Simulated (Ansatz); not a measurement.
Born–Oppenheimer molecular dynamics of C$_{2}$H$_{6}$BFOS (12 atoms, charge 0, multiplicity 1). It starts from a relaxed structure.

These are results of RKS revPBE/STO-3G (Ansatz), not measurements.

- ensemble: NVT, Langevin thermostat
- time step: 0.5 fs
- steps asked: 245
- set temperature: 300 K
- friction: 0.001 /fs
- seed: 871179

First frame:

```xyz
12
Properties=species:S:1:pos:R:3
C -0.393 1.397 -0.716
B 0.242 0.237 0.194
F 1.565 0.456 0.729
C 0.286 -1.338 -0.084
O 1.480 -1.877 0.334
S -0.925 -0.569 1.611
H -1.347 1.084 -1.183
H 0.294 1.673 -1.542
H -0.597 2.324 -0.143
H -0.400 -2.042 -0.609
H 1.910 -0.885 0.630
H -2.041 -0.516 0.813
```

How far do the bonds stretch over the last three quarters of this one trajectory? (Pairs bonded in most of those frames.)


| bond | mean (Å) | spread (Å) | shortest | longest |
| --- | --- | --- | --- | --- |
| C1–B2 | 1.608 | 0.019 | 1.57 | 1.65 |
| C1–H7 | 1.110 | 0.015 | 1.08 | 1.14 |
| C1–H8 | 1.115 | 0.035 | 1.06 | 1.17 |
| C1–H9 | 1.112 | 0.039 | 1.05 | 1.18 |
| B2–F3 | 1.443 | 0.029 | 1.39 | 1.50 |
| B2–C4 | 1.599 | 0.029 | 1.53 | 1.66 |
| B2–S6 | 2.030 | 0.039 | 1.95 | 2.10 |
| C4–O5 | 1.380 | 0.020 | 1.35 | 1.42 |
| C4–S6 | 2.187 | 0.033 | 2.13 | 2.27 |
| C4–H10 | 1.115 | 0.017 | 1.09 | 1.15 |
| O5–H11 | 1.114 | 0.016 | 1.08 | 1.15 |
| S6–H12 | 1.375 | 0.026 | 1.33 | 1.42 |

Mean temperature of the second half: 189 K. The mean temperature of the second half is 37 % below the set value. A run of 0.12 ps of so small a system gives no equilibrium averages. Limits of this set-up: minimal basis.

Time of the run: 11 min on 1 thread of Arm Neoverse V1, on a shared host, peak memory 0.095 GiB.
